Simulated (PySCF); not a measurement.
I4Sn, singlet, at a GFN2-xTB geometry (such geometries of metal compounds can be far from the true shape) (all electrons, no relativity). Base run: PBE/STO-3G run with PySCF.

PySCF was given this input:
```python
from pyscf import gto, scf, dft

mol = gto.M(
    atom='''
I    -1.651702   -0.644434   -2.090480
Sn    0.000000   -0.000000   -0.000000
I     0.584527    2.676556   -0.088889
I     2.319478   -1.448511   -0.188047
I    -1.252303   -0.583610    2.367416
''',
    basis='sto-3g',
    charge=0,
    spin=0,
    verbose=4,
)

mf = dft.RKS(mol)
mf.xc = 'pbe'
mf.kernel()
mf.analyze()
```

Each row names what was changed in the base input (with any setting that the change needs).

| change | basis functions | E (Eh) | HOMO (eV) | HOMO-LUMO gap (eV) | outcome |
|---|---|---|---|---|---|
| base | 135 | -33373.78337 | -4.49 | 3.68 | converged |
| basis = x2c-SVPall; relativity = spin-free X2C | 180 | -34633.98277 | -6.60 | 1.97 | converged |
| basis = ANO-RCC-VDZP; relativity = none | - | - | - | - | cut at the time limit |
| basis = ANO-RCC-VDZP; relativity = spin-free X2C | - | - | - | - | cut at the time limit |
| basis = ANO-RCC-VDZP; relativity = spin-free X2C; nucleus = Gaussian (with nucmod='G') | - | - | - | - | cut at the time limit |

Absolute energies of different levels of theory aren't comparable as measures of quality.

Basis sets contracted for a relativistic Hamiltonian are a mismatch without it, so the rows without relativity aren't non-relativistic limits. No row has spin-orbit coupling; sets with core potentials leave out the core electrons.
